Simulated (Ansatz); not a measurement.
Two isomers of CH6FGeNSi: A = `N[Si@H]1[GeH2][C@@H]1F`, B = `N[C]1(F)[SiH2][GeH2]1`.

Computed with Ansatz on PBE0-D4/def2-TZVP structures; ΔE is electronic, products minus reactants. CCSD(T)/CBS is the MP2 limit (def2-TZVPP, def2-QZVPP) plus CCSD(T) − MP2 in def2-TZVPP, frozen cores. Functionals use def2-TZVPP. B3LYP here is the variant with VWN-RPA as its local correlation; programs differ in this. For Ge outer-core shells are correlated without core-valence functions, which leaves a few kJ/mol of doubt a bond. Scalar relativity is left out up to krypton. Each species was taken in one conformer, which may not be the lowest.

(1) Which is lower in electronic energy at CCSD(T)/CBS, and by how much? (Best estimate.)

(2) Give E(B) − E(A) in kcal/mol with CCSD/def2-TZVPP, CCSD(T)/def2-TZVPP, ωB97M-V, B3LYP-D4, r2SCAN-D4, PBE-D4, B2PLYP. (Best estimate.)

Largest T1 diagnostic: 0.013.

Results:

(1) Computed: A, by 20.0 kcal/mol.

(2) Ansatz gave: CCSD/def2-TZVPP 19.8, CCSD(T)/def2-TZVPP 19.3, ωB97M-V 19.3, B3LYP-D4 18.9, r2SCAN-D4 19.0, PBE-D4 17.1, B2PLYP 19.9. None reverses the order clearly.

The D4 term adds −0.7 kcal/mol with B3LYP and −0.3 kcal/mol with PBE0; it sums over pairs of atoms, weighted by their polarisabilities, and B3LYP, whose exchange is more repulsive, gets the larger term. From PBE to PBE0 (25 % exact exchange), in def2-TZVPP and without D4, E(B) − E(A) moves by +1.0 kcal/mol.
